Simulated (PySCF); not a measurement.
Atoms are numbered as in `[OH:1][CH:2]1[CH2:3][CH2:4][CH2:5][CH2:6][CH2:7]1`; H(Xn) means a hydrogen on atom n. Ha(C3), Ha(C4), Ha(C5), Ha(C6), Ha(C7) are cis to O1 on the ring; Hb(C3), Hb(C4), Hb(C5), Hb(C6), Hb(C7) are trans to O1 on the ring.

- coordinates at the PBE0-D3(BJ)/def2-SVP level
- shieldings: GIAO PBE/pcSseg-1
- run in PySCF 2.14.0 with density-fitted response routines
- a single conformation, one averaged value for each set of equivalent atoms, no relativistic terms, in vacuum

Referencing at the same level of theory: TMS for ¹³C and ¹H; ¹⁷O vs H2O.

```csv
atoms,nucleus,count,δ (ppm)
Hb(C5),¹H,1,?
C2,¹³C,1,74.9
H(O1),¹H,1,-0.81
C3/C7,¹³C,2,?
Hb(C4)/Hb(C6),¹H,2,1.29
Ha(C5),¹H,1,0.98
C4/C6,¹³C,2,29.5
Ha(C4)/Ha(C6),¹H,2,?
C5,¹³C,1,29.9
H(C2),¹H,1,3.18
O1,¹⁷O,1,?
Ha(C3)/Ha(C7),¹H,2,0.62
Hb(C3)/Hb(C7),¹H,2,2.06
```

Complete the table.

Answers


- C3/C7: 42.9 ppm, sp3 CH2 in a ring; saturated and bonded to C and H only
- Ha(C4)/Ha(C6): 1.74 ppm, hydrogen on an sp3 CH2 in a ring; far from electronegative atoms and π systems
- Hb(C5): 1.54 ppm, hydrogen on an sp3 CH2 in a ring; far from electronegative atoms and π systems
- O1: 88.2 ppm, alcohol oxygen

The OH or NH signal is concentration- and solvent-dependent in practice; the value given is the gas-phase one. Shifts are as computed. Against solution values, carbons near 30 ppm lie about +2 ppm off and those near 130 ppm about +2 ppm. Of 1211 compounds with measured shifts, 218 miss one by over three times the rms of a fit or turn the order of signals round; such compounds aren't used in these exercises. Experimental scales use liquid or dissolved standards, which lie at an offset from isolated H2O (liquid H2O: subtract about 36 ppm).
